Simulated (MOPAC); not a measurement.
Input file for MOPAC: PM6 on CH4Sn (SMILES [CH3][SnH]), a point of a torsion scan.

```
PM6 1SCF PRECISE CHARGE=0 THREADS=1
CH4Sn

C     -0.64739354 1     0.03119781 1     0.01522701 1
Sn     1.37741404 1     0.99564899 1    -0.18267461 1
H     -0.76257707 1    -0.49197687 1     0.96363556 1
H     -1.46150985 1     0.75218239 1    -0.07547195 1
H     -0.78116046 1    -0.70961790 1    -0.77505759 1
H      2.24131833 1    -0.42036976 1     0.57982064 1
```

Program output:

```
*******************************************************************************
 **                                                                           **
 **                              MOPAC v23.2.5                                **
 **                                                                           **
 *******************************************************************************
 ** MOPAC's Digital Object Identifier: https://doi.org/10.5281/zenodo.6511958 **
 **                                                                           **
 ** Please cite the open-source release paper for use of this MOPAC version:  **
 ** J. E. Moussa and J. J. P. Stewart (2026)                                  **
 ** MOPAC: An open-source semiempirical molecular orbital program             **
 ** J. Open Source Softw., 11(119), 8025, https://doi.org/10.21105/joss.08025 **
 *******************************************************************************

                              PM6 CALCULATION RESULTS

 *******************************************************************************
 *  PM6        - The PM6 Hamiltonian to be used
 *
 *
 *
 *                 CHARGE ON SYSTEM = 0
 *
 *
 *
 *  PRECISE    - TIGHTER CRITERIA TO BE USED
 *  1SCF       - DO 1 SCF AND THEN STOP
 *  THREADS=1  - MULTI-THREADING NOT USED
 *  T=         - A TIME OF 172800.0 SECONDS REQUESTED
 *  DUMP=N     - RESTART FILE WRITTEN EVERY 7200.0 SECONDS REQUESTED
 *******************************************************************************
PM6 1SCF PRECISE CHARGE=0 THREADS=1
 CH4Sn

   ATOM   CHEMICAL          X               Y               Z
  NUMBER   SYMBOL      (ANGSTROMS)     (ANGSTROMS)     (ANGSTROMS)

     1       C         -0.64739354  *   0.03119781  *   0.01522701  *
     2      Sn          1.37741404  *   0.99564899  *  -0.18267461  *
     3       H         -0.76257707  *  -0.49197687  *   0.96363556  *
     4       H         -1.46150985  *   0.75218239  *  -0.07547195  *
     5       H         -0.78116046  *  -0.70961790  *  -0.77505759  *
     6       H          2.24131833  *  -0.42036976  *   0.57982064  *



          CARTESIAN COORDINATES

    NO.       ATOM           X           Y           Z

     1         C         -0.6474      0.0312      0.0152
     2        Sn          1.3774      0.9956     -0.1827
     3         H         -0.7626     -0.4920      0.9636
     4         H         -1.4615      0.7522     -0.0755
     5         H         -0.7812     -0.7096     -0.7751
     6         H          2.2413     -0.4204      0.5798

 General Reference for PM6:
 "Optimization of Parameters for Semiempirical Methods V: Modification of NDDO Approximations
 and Application to 70 Elements", J. J. P. Stewart, J. Mol. Mod., 13, 1173-1213 (2007)
 URL: https://link.springer.com/article/10.1007/s00894-007-0233-4

           Empirical Formula: C H4 Sn  =     6 atoms



      MOLECULAR POINT GROUP   :   C1


      RHF CALCULATION, NO. OF DOUBLY OCCUPIED LEVELS = 6


 -------------------------------------------------------------------------------
 PM6 1SCF PRECISE CHARGE=0 THREADS=1
 CH4Sn



     1SCF WAS SPECIFIED, SO BFGS WAS NOT USED
     SCF FIELD WAS ACHIEVED


                              PM6 CALCULATION
                                                       MOPAC v23.2.5 Linux




          FINAL HEAT OF FORMATION =         48.62932 KCAL/MOL =     203.46507 KJ/MOL


          COSMO AREA              =        102.88 SQUARE ANGSTROMS
          COSMO VOLUME            =         91.57 CUBIC ANGSTROMS

          IONIZATION POTENTIAL    =          8.061754 EV
          HOMO LUMO ENERGIES (EV) =         -8.062 -0.880
          NO. OF FILLED LEVELS    =          6
          MOLECULAR WEIGHT        =        134.7326         POINT GROUP:  C1

          MOLECULAR DIMENSIONS (Angstroms)

            Atom       Atom       Distance
            H     6    H     4     3.93894
           Sn     2    H     3     2.49144
            H     5   Sn     2     1.54644


          SCF CALCULATIONS        =          1





   ATOM   CHEMICAL          X               Y               Z
  NUMBER   SYMBOL      (ANGSTROMS)     (ANGSTROMS)     (ANGSTROMS)

     1       C         -0.64739354  *   0.03119781  *   0.01522701  *
     2      Sn          1.37741404  *   0.99564899  *  -0.18267461  *
     3       H         -0.76257707  *  -0.49197687  *   0.96363556  *
     4       H         -1.46150985  *   0.75218239  *  -0.07547195  *
     5       H         -0.78116046  *  -0.70961790  *  -0.77505759  *
     6       H          2.24131833  *  -0.42036976  *   0.57982064  *

                             CARTESIAN COORDINATES

   1    C       -0.647393540     0.031197810     0.015227010
   2   Sn        1.377414040     0.995648990    -0.182674610
   3    H       -0.762577070    -0.491976870     0.963635560
   4    H       -1.461509850     0.752182390    -0.075471950
   5    H       -0.781160460    -0.709617900    -0.775057590
   6    H        2.241318330    -0.420369760     0.579820640


           Empirical Formula: C H4 Sn  =     6 atoms



      MOLECULAR POINT GROUP   :   C1


                  EIGENVALUES
 -23.43308 -14.38341 -13.23404 -13.17668 -10.10633  -8.06175  -0.88027   2.02339
   3.09777   6.26876   6.38775   7.46969


              NET ATOMIC CHARGES AND DIPOLE CONTRIBUTIONS

  ATOM NO.   TYPE          CHARGE      No. of ELECS.   s-Pop       p-Pop
    1          C          -0.737538        4.7375     1.11993     3.61760
    2         Sn           0.346615        3.6534     1.83264     1.82074
    3          H           0.153583        0.8464     0.84642
    4          H           0.160642        0.8394     0.83936
    5          H           0.155845        0.8442     0.84415
    6          H          -0.079146        1.0791     1.07915
 DIPOLE           X         Y         Z       TOTAL
 POINT-CHG.     1.460     1.393    -0.506     2.080
 HYBRID        -1.234    -2.609     1.038     3.067
 SUM            0.226    -1.216     0.532     1.346


          ATOMIC ORBITAL ELECTRON POPULATIONS

     Atom    s        px        py        pz
    1  C   1.11993   1.24466   1.19734   1.17561
    2 Sn   1.83264   0.72101   0.88253   0.21720
    3  H   0.84642
    4  H   0.83936
    5  H   0.84415
    6  H   1.07915

 **********************
 *                    *
 * JOB ENDED NORMALLY *
 *                    *
 **********************




 == MOPAC DONE ==
```

The run finished.

Cost: about 0.04 core-seconds (a rough figure).
